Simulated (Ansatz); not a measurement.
CH₃FSn, SMILES `[CH3][Sn][F]`. Charge 0, multiplicity 1. Sn: def2 effective core potential. All single points use the PBE0-D4/def2-TZVP geometry.

```xyz
6

C    -0.393    0.495   -0.142
Sn    0.914   -0.481    1.297
F     1.323   -1.950    0.078
H    -1.180   -0.205   -0.437
H     0.185    0.732   -1.040
H    -0.849    1.409    0.244
```

Task: What is the dipole moment at ωB97M-V/def2-TZVPP? (Estimate.)

Result: Ansatz gave: 2.76 D, with components (-0.71, 2.17, 1.55) D in this frame, pointing from negative to positive charge.

Task: And with PBE, r2SCAN, B3LYP? (Estimate.)

Result: Ansatz gave: PBE 2.56 D, r2SCAN 2.64 D, B3LYP 2.78 D.

Task: Give the Mulliken charges with ωB97M-V, B3LYP, PBE in def2-TZVPP. (Estimate.)

Result: Ansatz gave: 
```csv
atom,ωB97M-V,B3LYP,PBE
C1,-0.64,-0.60,-0.59
Sn2,0.75,0.78,0.71
F3,-0.51,-0.51,-0.46
H4,0.14,0.11,0.12
H5,0.14,0.11,0.12
H6,0.12,0.10,0.11
```

B3LYP here is the variant with VWN-RPA as its local correlation; programs differ in this.
